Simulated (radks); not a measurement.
The mean radii <r> (bohr) of the occupied orbitals of an atom or ion are listed with their occupations. All-electron calculation, Dirac Kohn-Sham, PBE, spin-unpolarised, spherical densities, finite nucleus; Fermi nuclear charge, rms radius of each element as measured or else 0.836 A^(1/3) + 0.57 fm. Program: a radial shooting solver on a logarithmic mesh with Libxc functionals.

| orbital | occ. | <r> |
|---|---|---|
| 1s1/2 | 2 | 0.02191 |
| 2s1/2 | 2 | 0.09275 |
| 2p1/2 | 2 | 0.07746 |
| 2p3/2 | 4 | 0.08430 |
| 3s1/2 | 2 | 0.2440 |
| 3p1/2 | 2 | 0.2336 |
| 3p3/2 | 4 | 0.2467 |
| 3d3/2 | 4 | 0.2187 |
| 3d5/2 | 6 | 0.2228 |
| 4s1/2 | 2 | 0.5528 |
| 4p1/2 | 2 | 0.5648 |
| 4p3/2 | 4 | 0.5943 |
| 4d3/2 | 4 | 0.6301 |
| 4d5/2 | 6 | 0.6405 |
| 5s1/2 | 2 | 1.326 |
| 5p1/2 | 2 | 1.475 |
| 5p3/2 | 4 | 1.562 |
| 4f5/2 | 3 | 0.8486 |
| 4f7/2 | 4 | 0.8599 |
| 6p1/2 | 0.333333 | 3.895 |
| 6p3/2 | 0.666667 | 4.065 |

Name the element and its charge. Open shells, if any, are shared by 2j + 1.

Answer. Z = 64, gadolinium, charge +2: Gd2+ in [Xe] 4f7 6p1. The 1s radius gives Z: for a bare nucleus <r> = (2 gamma + 1)/(2Z) with gamma = sqrt(1 - (Z/c)^2), 0.02163 bohr for Z = 64, and screening makes it slightly larger (0.02191 here). The occupations add up to 62, and the charge is Z minus that.
